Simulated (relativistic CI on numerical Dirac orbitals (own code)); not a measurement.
**Forbidden transitions in Ag²¹⁺**

Computed by Dirac-Coulomb-Breit CI, separate exchange-only KLI orbitals for each configuration, a model potential for QED, unscaled Slater integrals (own radial code, finite nucleus).

Configurations in the expansion (outside the closed core [Ne]): 3s²3p⁶3d⁸, 3s²3p⁵3d⁹, 3s²3p⁴3d¹⁰, 3s3p⁶3d⁹, 3p⁶3d¹⁰, 3s3p⁵3d¹⁰, 3s²3p⁶3d⁷4s, 3s²3p⁶3d⁷4p, 3s²3p⁶3d⁷4d, 3s²3p⁶3d⁷4f, 3s²3p⁴3d⁹4s, 3s²3p⁵3d⁸4s, 3s²3p⁶3d⁶4s², 3s²3p⁴3d⁹4p, 3s²3p⁶3d⁶4s4p, 3s²3p⁵3d⁸4p. Levels of other configurations are missing.

```csv
λ vac (nm),Lower,Upper,Type,A (s⁻¹),log gf
3.0074,3s²3p⁶3d⁸ ³F4 [1],3s²3p⁶3d⁷4s ³H6 [43],E2,8.28e+07,-3.84
3.0247,3s²3p⁶3d⁸ ³F4 [1],3s²3p⁶3d⁷4s ³P2 [40],E2,1.26e+08,-4.06
3.0353,3s²3p⁶3d⁸ ³F4 [1],3s²3p⁶3d⁷4s ³G5 [38],E2,7.46e+07,-3.95
3.0384,3s²3p⁶3d⁸ ¹D2 [2],3s²3p⁶3d⁷4s ³G3 [44],E2,2.25e+07,-4.66
3.0441,3s²3p⁶3d⁸ ³F3 [3],3s²3p⁶3d⁷4s ³H5 [45],E2,4.44e+07,-4.17
3.0550,3s²3p⁶3d⁸ ¹D2 [2],3s²3p⁶3d⁷4s ⁵P1 [41],E2,9.18e+07,-4.41
3.0613,3s²3p⁶3d⁸ ³F4 [1],3s²3p⁶3d⁷4s ³F3 [33],E2,8.83e+07,-4.06
3.0642,3s²3p⁶3d⁸ ³F3 [3],3s²3p⁶3d⁷4s ⁵P1 [41],E2,3.11e+07,-4.88
3.0645,3s²3p⁶3d⁸ ¹D2 [2],3s²3p⁶3d⁷4s ³G4 [39],E2,9.37e+06,-4.93
3.0728,3s²3p⁶3d⁸ ³F4 [1],3s²3p⁶3d⁷4s ⁵F2 [30],E2,2.83e+07,-4.70
3.0738,3s²3p⁶3d⁸ ³F3 [3],3s²3p⁶3d⁷4s ³G4 [39],E2,7.38e+07,-4.03
3.0774,3s²3p⁶3d⁸ ¹D2 [2],3s²3p⁶3d⁷4s ³P1 [35],E2,5.84e+07,-4.60
3.0786,3s²3p⁶3d⁸ ³F4 [1],3s²3p⁶3d⁷4s ⁵F4 [29],E2,8.54e+07,-3.96
3.0796,3s²3p⁶3d⁸ ³P2 [4],3s²3p⁶3d⁷4s ³G3 [44],E2,4.52e+07,-4.35
3.0851,3s²3p⁶3d⁸ ³F3 [3],3s²3p⁶3d⁷4s ⁵P3 [36],E2,3.21e+07,-4.49
3.0877,3s²3p⁶3d⁸ ³P2 [4],3s²3p⁶3d⁷4s ³P0 [42],E2,1.53e+08,-4.66
3.0987,3s²3p⁶3d⁸ ¹D2 [2],3s²3p⁶3d⁷4s ³P2 [32],E2,7.12e+07,-4.29
3.1046,3s²3p⁶3d⁸ ¹D2 [2],3s²3p⁶3d⁷4s ⁵F1 [31],E2,5.46e+07,-4.63
3.1057,3s²3p⁶3d⁸ ³F3 [3],3s²3p⁶3d⁷4s ³F3 [33],E2,7.33e+07,-4.13
3.1065,3s²3p⁶3d⁸ ³P2 [4],3s²3p⁶3d⁷4s ³G4 [39],E2,1.14e+07,-4.83
3.1099,3s²3p⁶3d⁸ ³F4 [1],3s²3p⁶3d⁷4s ³F4 [27],E2,1.23e+08,-3.80
3.1131,3s²3p⁶3d⁸ ¹G4 [7],3s²3p⁶3d⁷4s ³H5 [45],E2,1.06e+08,-3.77
3.1140,3s²3p⁶3d⁸ ¹D2 [2],3s²3p⁶3d⁷4s ⁵F4 [29],E2,1.87e+07,-4.61
3.1236,3s²3p⁶3d⁸ ³F3 [3],3s²3p⁶3d⁷4s ⁵F4 [29],E2,1.61e+07,-4.67
3.1241,3s²3p⁶3d⁸ ³F3 [3],3s²3p⁶3d⁷4s ⁵F3 [28],E2,1.68e+07,-4.76
3.1243,3s²3p⁶3d⁸ ³P1 [6],3s²3p⁶3d⁷4s ³P2 [40],E2,4.79e+07,-4.46
3.1263,3s²3p⁶3d⁸ ³F4 [1],3s²3p⁶3d⁷4s ⁵F5 [26],E2,9.60e+06,-4.81
3.1391,3s²3p⁶3d⁸ ³P2 [4],3s²3p⁶3d⁷4s ³F3 [33],E2,3.16e+07,-4.49
3.1441,3s²3p⁶3d⁸ ¹G4 [7],3s²3p⁶3d⁷4s ³G4 [39],E2,2.60e+07,-4.46
3.1459,3s²3p⁶3d⁸ ¹D2 [2],3s²3p⁶3d⁷4s ³F4 [27],E2,2.17e+07,-4.54
```

Terms are leading LS components. Brackets give the number of a level in order of energy, since labels repeat. The list gives strong lines, with weight on those to low levels, among the lowest 200 of 1511 levels, so that lines to higher ones, which can be the strongest, are missing. Levels whose partners in the same complex of configurations lie outside the list can be far off, and so can their lines. Rates are taken at the computed energies, electric ones in the length gauge.

At this charge energies of transitions that change n are usually good to better than 1 %, and those within a shell (Δn = 0) to a few per cent. Terms inside the open d or f shell come out 10 to 20 % too wide with unscaled integrals.

LS names give the leading component of a level, which can be under half, so a name can repeat, a term be missing and a line seem to break the LS rules.
